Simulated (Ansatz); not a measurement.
Two isomers of CH8O2Si2: A = `C[SiH2]O[SiH2]O`, B = `CO[SiH2]O[SiH3]`.

Isolated molecules relaxed with PBE0-D4/def2-TZVP in Ansatz; ΔE leaves out vibrations. CBS: MP2 limit from def2 TZ/QZ plus the TZ coupled-cluster correction, frozen cores. DFT in def2-TZVPP. B3LYP here is the variant with VWN-RPA as its local correlation; programs differ in this. One conformer a species, not always the lowest.

A:

```xyz
13

C    -1.824    0.678    0.125
Si   -0.161    1.161    0.804
O     0.912   -0.080    0.692
Si    1.280   -1.399   -0.187
O     1.312   -1.087   -1.798
H    -1.750    0.405   -0.931
H    -2.525    1.512    0.211
H    -2.242   -0.172    0.670
H    -0.263    1.528    2.240
H     0.381    2.325    0.053
H     0.231   -2.430   -0.025
H     2.604   -1.867    0.289
H     2.044   -0.574   -2.143
```

B:

Z-matrix (Å, degrees):
```
C
O 1 1.410
H 1 1.095 2 111.0
H 1 1.091 2 108.4 3 119.2
H 1 1.096 2 111.7 3 -121.4
Si 2 1.632 1 123.9 3 77.8
O 6 1.632 2 112.2 1 -66.8
H 6 1.484 2 110.1 1 51.1
H 6 1.479 2 105.4 1 173.3
Si 7 1.637 6 144.4 2 -56.8
H 10 1.486 7 109.9 6 78.7
H 10 1.483 7 108.3 6 -161.8
H 10 1.487 7 110.5 6 -41.7
```

(1) Which isomer does CCSD(T)/CBS put lower? Give the gap. (Best estimate.)

(2) Give E(B) − E(A) in kJ/mol with B3LYP-D4, r2SCAN-D4, PBE-D4, MP2/def2-TZVPP, B3LYP, B2PLYP, HF/def2-TZVPP. (Best estimate.)

Largest T1 diagnostic: 0.011.

Answers

(1) Computed: A, by 105.4 kJ/mol.

(2) The calculation gave: B3LYP-D4 97.3, r2SCAN-D4 106.5, PBE-D4 103.1, MP2/def2-TZVPP 108.7, B3LYP 96.3, B2PLYP 100.2, HF/def2-TZVPP 87.9. None reverses the order clearly.

In def2-TZVPP, CCSD(T) changes the Hartree–Fock value by +14.0 kJ/mol (the triples alone add +1.1 kJ/mol) and MP2 by +20.8 kJ/mol.
